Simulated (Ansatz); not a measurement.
```yaml
crystal:
  periodic: [false, false, false]
  atoms:
    - {symbol: C, position_ang: [-0.477062, 1.079823, -0.376952]}
    - {symbol: O, position_ang: [-0.742043, -0.241073, 0.228286]}
    - {symbol: Ge, position_ang: [0.522864, -1.610673, 0.080622]}
    - {symbol: H, position_ang: [-0.633220, 1.063226, -1.517287]}
    - {symbol: H, position_ang: [0.592059, 1.453229, -0.161664]}
    - {symbol: H, position_ang: [-1.217188, 1.831348, 0.074629]}
    - {symbol: H, position_ang: [1.986954, -0.955079, 0.400896]}
    - {symbol: H, position_ang: [0.064445, -2.680862, 1.212776]}
basis:
  gaussian: {orbitals: cc-pVTZ-DK}
magnetization: {spin_polarized: true, initial_magnetization: 1}
hamiltonian: {xc: {name: B3LYP5}}
output: {forces: true}
```

```sh
$ ansatz run in.yaml --threads 4 --pin off --events-out ev --progress --plain --max-ram 10444MiB
```

It prints (some lines left out):

```
Functional definition: B3LYP5
1050 factors; their error is unknown
mean field evaluation 1: about -60268.8975 eV, gradient 3.9e1 eV
mean field evaluation 2: about -60226.5805 eV, gradient 1.0e2 eV
mean field evaluation 4: about -60274.6614 eV, gradient 7.7e0 eV
mean field evaluation 8: about -60275.0920 eV, gradient 3.3e-1 eV
mean field evaluation 16: about -60275.0922 eV, gradient 8.6e-5 eV
mean field -60275.09224630 eV, -2215.0687841265 hartree, gradient 8.6e-5 eV, S^2 0.753039; 0 other end points of the search recorded, 0 dependent functions left out
reference -60275.09249615 eV, -2215.0687933083 hartree; 26, 25 occupied and 147, 148 virtual orbitals, 1050 factors
Total energy: -60275.09249615 eV, -2215.0687933083 hartree
Relativity: scalar
Atom 0 at    -0.477062     1.079823    -0.376952 Å, force     0.107069     0.132778    -0.073765 eV/Å
Atom 1 at    -0.742043    -0.241073     0.228286 Å, force     1.086460     0.609411    -0.695809 eV/Å
Atom 2 at     0.522864    -1.610673     0.080622 Å, force    -0.324784     0.748960     0.653571 eV/Å
Atom 3 at    -0.633220     1.063226    -1.517287 Å, force     0.198009    -0.062629     1.634847 eV/Å
Atom 4 at     0.592059     1.453229    -0.161664 Å, force    -1.507364    -0.597407    -0.270114 eV/Å
Atom 5 at    -1.217188     1.831348     0.074629 Å, force     1.013288    -1.189043    -0.575872 eV/Å
Atom 6 at     1.986954    -0.955079     0.400896 Å, force    -0.822340    -0.345270    -0.094780 eV/Å
Atom 7 at     0.064445    -2.680862     1.212776 Å, force     0.249662     0.703199    -0.578077 eV/Å
Dipole moment:     0.185812     0.078169    -0.155128 e Å
```

Hardware: 4 threads of an Arm Neoverse V1 on a shared host. Wall time 3.1 s, peak host memory 0.47 GiB.
